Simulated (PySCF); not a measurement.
thionyl fluoride anion (F2OS), SMILES O=S(F)F (connectivity only; charge and spin as stated), charge -1, multiplicity 2. Atoms are numbered in the order given.

```xyz
4

O      0.0000     0.0000     1.2995
S      0.0000     0.0000    -0.1943
F      0.0000    -1.8630    -0.4048
F      0.0000     1.8630    -0.4048
```
Charge -1, spin multiplicity 2.

Geometry optimised at ωB97X-D3(BJ)/def2-SVPD. The multiplicity is an assumed one; other spin states were not compared.

The numbers are results of SMD-M06-2X/def2-SVPD (PySCF), not measurements.

Solvation free energies are E(SMD) − E(gas) at the gas-phase geometry, for 1 M in both phases.

| solvent | ΔG(solv) (kcal/mol) | its non-electrostatic (CDS) part |
|---|---|---|
| water | ? | ? |
| 1-octanol | -53.7 | 1.0 |
| ethylethanoate | -49.5 | -0.9 |

### Question
Complete the blanks. (An estimate is asked for; the answer gives what the named calculation found.)

### Answer

- water, ΔG(solv) (kcal/mol): -58.5
- water, its non-electrostatic (CDS) part: 1.9
